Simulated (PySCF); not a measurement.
Geometry:
```csv
atom,x (Å),y (Å),z (Å)
C1,-0.108,2.447,1.404
C2,0.121,1.596,0.592
C3,0.414,0.583,-0.379
Cl4,1.651,1.225,-1.521
C5,0.756,-0.791,0.167
Si6,2.196,-1.347,1.219
F7,1.808,-2.820,1.747
C8,-0.309,-1.358,-0.413
C9,-0.801,-0.105,-1.085
C10,-2.187,0.388,-0.708
H11,-0.318,3.189,2.115
H12,2.340,-0.526,2.411
H13,3.409,-1.529,0.437
H14,-0.708,-2.355,-0.406
H15,-0.682,-0.116,-2.171
H16,-2.341,1.400,-1.075
H17,-2.941,-0.264,-1.145
H18,-2.308,0.390,0.373
```

Isolated molecule, fast rotation and ring inversion assumed for equivalent nuclei, non-relativistic Hamiltonian, a single conformation. σ from GIAO-PBE0/pcSseg-1; GFN2-xTB structure; PySCF 2.14.

Scale: 13C (186.93 ppm) against TMS (reference shieldings calculated alike).

Q: Do the 13C shifts follow the atomic charges (in e)? Tabulate both.

A: 
```csv
atoms,hybridisation,δ (ppm),σ para (ppm),Hirshfeld,IAO,Mulliken,ESP-fitted
C8,sp2,168.7,-234,-0.01,-0.10,-0.03,-0.30
C5,sp2,156.9,-225,-0.11,-0.31,-0.21,-0.05
C1,sp,87.0,-159,-0.09,-0.21,-0.39,-0.54
C2,sp,85.3,-156,-0.05,-0.04,+0.56,+0.33
C3,sp3,65.1,-118,+0.05,+0.04,-0.51,-0.46
C9,sp3,59.7,-123,-0.02,-0.09,-0.15,+0.51
C10,sp3,18.3,-77,-0.12,-0.43,-0.18,-0.51
```

Correlation coefficients of δ with charge over these carbons: Hirshfeld +0.04, IAO +0.12, Mulliken +0.12, ESP-fitted +0.05; with the paramagnetic shielding -0.99. With so few points, grouped by hybridisation, these coefficients are fragile. Charge is one influence among several: hybridisation and low-lying excitations act through the paramagnetic term.

Carbons that carry Cl, above all several Cl atoms, come out too deshielded, partly because spin–orbit coupling is missing. Shifts are as computed. Against solution values, carbons near 30 ppm lie about +3 ppm off and those near 130 ppm about +5 ppm; carbons on Cl a further +6 ppm. Of 1309 compounds with measured shifts, 239 miss one by over three times the rms of a fit or turn the order of signals round; such compounds aren't used in these exercises.
